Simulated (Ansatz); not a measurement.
A search over several starts for the lowest SCF solution of Mo2N2 at the given spin, in a small basis.

```yaml
crystal:
  periodic: [false, false, false]
  atoms:
    - {symbol: Mo, position_ang: [0.150079, -0.700351, 0.863144]}
    - {symbol: Mo, position_ang: [-0.150099, 0.700493, -0.863296]}
    - {symbol: N, position_ang: [1.336081, 0.239624, -1.450221]}
    - {symbol: N, position_ang: [-1.336071, -0.239766, 1.450363]}
basis:
  gaussian: {orbitals: def2-SVP}
magnetization: {spin_polarized: true, initial_magnetization: 0}
hamiltonian: {xc: pbe0, dispersion: d4}
output: {orbitals: {seedname: orbitals}}
```

```sh
$ ansatz run in.yaml --threads 4 --pin off --events-out ev --progress --plain --max-ram 3916MiB
```

It prints (some lines left out):

```
Functional definition: PBE0
  name "PBE0"
  cite "Adamo & Barone, J. Chem. Phys. 110, 6158 (1999) doi:10.1063/1.478522"
  cite "Perdew, Burke & Ernzerhof, Phys. Rev. Lett. 77, 3865 (1996) doi:10.1103/PhysRevLett.77.3865"
  parent pbe
  parameter a = 0.25
  parameter kappa = 0.804
  parameter beta = 0.06672455060314922
  exchange = (1 - a)*pbe_x(kappa = kappa, mu = beta*pi^2/3) + a*exact_x
  correlation = pbe_c(beta = beta)
942 factors; integrals over basis functions are off by at most 5.7e-4 eV
mean field evaluation 1: about -6670.3207 eV, gradient 5.2e1 eV
mean field evaluation 2: about -6565.4432 eV, gradient 1.4e2 eV
mean field evaluation 4: about -6681.1768 eV, gradient 9.2e0 eV
mean field evaluation 8: about -6681.5598 eV, gradient 2.4e-1 eV
mean field evaluation 16: about -6681.7144 eV, gradient 1.6e-4 eV
mean field evaluation 32: about -6681.9424 eV, gradient 1.8e-5 eV
mean field evaluation 64: about -6681.9255 eV, gradient 7.0e-1 eV
mean field evaluation 96: about -6681.3945 eV, gradient 9.7e0 eV
mean field evaluation 128: about -6681.9424 eV, gradient 7.4e-4 eV
mean field evaluation 160: about -6681.9424 eV, gradient 1.4e-3 eV
mean field evaluation 192: about -6681.9424 eV, gradient 1.5e-3 eV
mean field -6681.94237034 eV, -245.5568529269 hartree, gradient 1.8e-5 eV, S^2 0.826789; 9 other end points of the search recorded, 0 dependent functions left out
reference -6681.94240667 eV, -245.5568542618 hartree; 21, 21 occupied and 69, 69 virtual orbitals, 942 factors
Total energy: -6682.08381861 eV, -245.5620510547 hartree
```

Run time 10 s (4 threads of Arm Neoverse V2 on a shared host).

Other converged states that the search met: 0.23 eV higher (⟨S²⟩ = 0.00).

In the def2 sets Mo takes a core potential; there is no spin–orbit coupling. The unrestricted singlet has broken spin symmetry (⟨S²⟩ up to 0.83). At PBE0-D4/def2-TZVP a quintet of charge 0 lies 0.25 eV below the unrestricted singlet, which stands at the restricted singlet's geometry. The structure comes from a short search, and lower isomers may exist.
